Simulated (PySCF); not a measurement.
Computed shifts of a molecule C3H7NSi, PBE0/pcSseg-1 (PySCF), GIAO, gas phase, atoms alike by connectivity averaged where their shifts nearly agree, in ppm (number of nuclei): ¹³C: 223.5 (1), 112.7 (1), 97.5 (1). ¹⁵N: 36.7 (1). ²⁹Si: -57.9 (1). ¹H: 6.75 (1), 6.15 (2), 4.79 (3), 1.42 (1). References: ¹³C against TMS (σ = 186.3 ppm); ¹⁵N against NH3 (σ = 267.4 ppm); ²⁹Si against TMS (σ = 352.7 ppm); ¹H against TMS (σ = 31.56 ppm), references at their B3LYP-D3(BJ)/def2-TZVP geometries, non-relativistic. The structure is a stationary point at ωB97X-D3(BJ)/def2-SVP. Other conformers were not sampled.

Question: Which structure fits?
A. C=C/C=N/[SiH3]
B. C=C=CN[SiH3]
C. CC#C[SiH2]N
D. C[SiH2]CC#N

Answer: B, C=C=CN[SiH3]
